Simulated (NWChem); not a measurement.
# CH6FNSi; SMILES NC[SiH2]F

```xyz
10

N      0.0668     2.1803     0.0000
C     -0.7176     0.9233     0.0000
Si     0.4266    -0.5802     0.0000
F     -0.3670    -1.9944     0.0000
H      0.6726     2.2270     0.8180
H      0.6726     2.2270    -0.8180
H     -1.3787     0.9314    -0.8747
H     -1.3787     0.9314     0.8747
H      1.2901    -0.5230     1.2123
H      1.2901    -0.5230    -1.2123
```
Atoms are numbered in this order, from 1.

Program: NWChem. Medium grid unless said otherwise, to which SCAN and Minnesota functionals are sensitive. All runs use the structure optimised with B3LYP/6-31G* (spherical d). Hybrids' shares of exact exchange are those that their runs print; pure functionals count as 0. The functionals differ in more than this share.

```
row                                    share of exact exchange  highest occupied level (eV)
-------------------------------------  -----------------------  ---------------------------
PBE/def2-TZVP                                             0.00                        -5.57
LDA (Slater exchange, VWN5)/def2-TZVP                     0.00                        -5.71
B3LYP/def2-TZVP                                           0.20                        -6.73
PBE0/def2-TZVP                                            0.25                     withheld
M06-2X/def2-TZVP                                          0.54                        -8.30
```

Problem. Fit a straight line of the last column on the one before it, predict the withheld value, and compare with the run.

Solution. 
1. Means of the 4 shown rows: x = 0.185, y = -6.578. Slope Σ(x − x̄)(y − ȳ)/Σ(x − x̄)² = -0.9607/0.1947 = -4.934; intercept -5.665.
2. The shown rows scatter about the line by 0.067 (root mean square); the largest residual is +0.09, at PBE/def2-TZVP.
3. At x = 0.25 (PBE0/def2-TZVP; inside the shown range) the line gives -6.90.
4. The run gives -6.95, -0.05 from the line, 0.7 times the scatter.
